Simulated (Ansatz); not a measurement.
Mulliken charges of `[OH][Ti]([F])([Cl])[Cl]` from PBE/def2-TZVPP in Ansatz (PBE0-D4/def2-TZVP geometry).

```csv
atom,x (Å),y (Å),z (Å),charge (e)
O1,-0.150,0.031,1.361,-0.415
Ti2,0.076,-0.049,-0.374,0.911
F3,-0.954,1.128,-1.137,-0.304
Cl4,-0.460,-2.043,-1.092,-0.201
Cl5,2.159,0.393,-0.864,-0.200
H6,-0.629,0.476,2.061,0.209
```

Task: By hand: the dipole of these point charges (1 e Å = 4.8032 D).

Result: Σ q r = (-0.049, 0.031, 0.263) e Å, of length 0.269 e Å = 1.29 D.

Task: How does the dipole of the full density compare? (Best estimate.)

Result: Ansatz gave: (-0.206, 0.177, 0.468) e Å, 2.60 D; the point charges give 0.50 times that, at 18° from its direction.

Point charges leave out the atoms' own dipoles, such as those of lone pairs, and Mulliken's split depends on the basis, so the two needn't agree.
